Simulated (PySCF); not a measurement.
# Li3Cl3: core ionisation energies

(LiCl)3 ring, Li₃Cl₃.
Geometry (PBE0-D3(BJ)/def2-SVP, Å), atoms numbered from 1 in this order:
```
atom  x, y, z in Å
Li1    1.4539    0.5140   -1.1593
Cl2   -0.3281    1.6452   -1.6410
Li3   -1.7216    0.8194   -0.2031
Cl4   -1.7817   -0.6594    1.3775
Li5    0.2733   -1.3375    1.3622
Cl6    2.1043   -0.9817    0.2637
```

Level of theory: delta-SCF UKS SCAN, pcX-2 on the ionised atom, pcseg-1 elsewhere, spin-free X2C in PySCF. Vertical ΔSCF values, vacuum level as zero.

Problem. List the computed XPS lines with their assignment.

Solution. 
| atom(s) | environment | level | binding energy (eV) | 2p1/2 (eV) | count |
| --- | --- | --- | --- | --- | --- |
| Li1/Li3/Li5 | lithium bonded to 2 Cl | Li 1s | 63.47 | – | 3 |
| Cl2/Cl4/Cl6 | chlorine bonded to 2 Li | Cl 2p3/2 | 204.95 | 206.60 | 3 |
| Cl2/Cl4/Cl6 | chlorine bonded to 2 Li | Cl 1s | 2827.54 | – | 3 |

Problem. Which photon energy gives electrons from Cl 2p3/2 of Cl2/Cl4/Cl6 a kinetic energy of 200 eV, and what is their de Broglie wavelength?

Solution. hν = 204.95 + 200 = 404.95 eV, recoil neglected; λ = 12.264 Å/√(E/eV) = 0.87 Å.

Problem. Give the binding energy of Cl 2p3/2 of Cl2/Cl4/Cl6 in hartree and in kJ/mol.

Solution. 204.95 eV = 7.5318 Eh = 19775 kJ/mol.

Atoms equivalent by their bonding share one computed value, that of the first of them. The 2p values aren't plain energy differences: one relaxed spin-free 2p hole is combined with a matrix within the shell (ground-state 2p orbital-energy differences and spin–orbit coupling). 2p3/2, the mean of its two sublevels, lies a third of the splitting below the shell's mean and 2p1/2 two thirds above it; the statistical areas are 2:1. 2p1/2 minus 2p3/2 (ligand field included): Cl 1.65 eV. Isolated species at its PBE0-D3(BJ)/def2-SVP geometry (one conformer only).

Hardware: Arm Neoverse V1, one thread, shared host. Cost: 6.1 s.
